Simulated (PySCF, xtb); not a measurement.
InCl2, SMILES [Cl][In][Cl], multiplicity 2.

Harmonic wavenumbers (cm⁻¹) from GFN2-xTB (xtb) at its own minimum, in rising order: 64, 232, 247.

What does PySCF with PBE-D3(BJ)/def2-TZVP give at its own minimum? (Estimate from the structure and the level; the computed values follow.)

74, 294, 326. Paired by order, the mean absolute difference is 51 cm⁻¹ and the zero-point energies are 0.8 and 1.0 kcal/mol.
